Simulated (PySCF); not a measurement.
Species: C5H10N2.
SMILES: `C=N/N=C\C(C)C`

A linear-response calculation (PySCF, def2-SVPD basis, gas phase, vertical, core orbitals frozen in the response) gave these numbers; the functional is withheld.

Orbital energies (eV): HOMO-3 -11.28, HOMO-2 -10.89, HOMO-1 -8.82, HOMO -8.33, LUMO 0.33, LUMO+1 1.31, LUMO+2 1.41.

| state | E (eV) | f | main configurations (H = HOMO, L = LUMO) |
| --- | --- | --- | --- |
| S1 | 4.70 | 0.0018 | H→L (88%) |
| S2 | 5.20 | 0.013 | H-1→L (52%), H→L+1 (22%), H→L+2 (17%) |
| S3 | 6.24 | 0.375 | H-1→L (41%), H→L+1 (31%), H→L+2 (22%) |
| S4 | 6.87 | 0.052 | H-1→L+1 (48%), H-1→L+2 (26%), H→L+1 (9%) |
| S5 | 7.19 | 0.025 | H→L+2 (36%), H→L+1 (28%), H→L+3 (10%) |
| S6 | 7.61 | 0.010 | H-1→L+2 (40%), H-1→L+1 (24%), H-1→L+3 (11%) |

Triplets, Tamm–Dancoff:

| state | E (eV) | λ (nm) | main configurations (H = HOMO, L = LUMO) |
| --- | --- | --- | --- |
| T1 | 3.68 | 337.2 | H→L (89%) |
| T2 | 4.02 | 308.2 | H-1→L (84%) |
| T3 | 4.63 | 267.7 | H→L+1 (38%), H→L+2 (32%) |
| T4 | 4.83 | 256.6 | H-1→L+1 (37%), H-1→L+2 (31%) |

Vertical ionisation energy by ΔSCF with the same functional: 8.98 eV. Mean static polarisability: 79.6 au.

Question: Name the functional.
A. PBE
B. CAM-B3LYP
C. HF
D. B3LYP

Answer: B. CAM-B3LYP is range-separated, 19% exact exchange at short range and 65% at long range (ω = 0.33 bohr⁻¹). In this run −ε(HOMO) = 8.33 eV differs from the ΔSCF value by -0.65 eV, and S1 differs from the orbital gap of 8.66 eV by -3.96 eV. The ratio −ε(HOMO)/IP is 0.93. Usual ranges for neutral molecules in this basis: 0.85 to 0.93 with CAM-B3LYP, 0.5 to 0.7 with PBE, 0.67 to 0.83 with B3LYP; Hartree–Fock can't fall below 1, since the ion's relaxation only lowers the ΔSCF value.

Method used: TDDFT CAM-B3LYP/def2-SVPD, vertical, gas phase, core orbitals frozen in the response (PySCF). Geometry: PBE0-D3(BJ)/def2-SVP, one conformer, isolated molecule.

Conformer computed: `[CH2:1]=[N:2]/[N:3]=[CH:4]\[CH:5]([CH3:6])[CH3:7]`: C1–N2–N3–C4 -111°, N3–C4–C5–C6 91°.
